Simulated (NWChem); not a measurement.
# C$_{2}$H$_{5}$ClSi; SMILES ClC(=C)[SiH3]

Computed with NWChem. Pople sets run with spherical d functions. The geometry was optimised at PBE-D3(BJ)/def2-SVP. Level: PBE0/6-31G* with SMD (1 M gas to 1 M solution), gas-phase geometry. Reactions with the solvent are ignored.

Task: Order these by “solvation free energy (kcal/mol)”, lowest first: 2-propanol; ethylene glycol; water; dimethyl sulfoxide.

Result: 2-propanol (-2.3), dimethyl sulfoxide (-0.9), ethylene glycol (0.0), water (1.6)
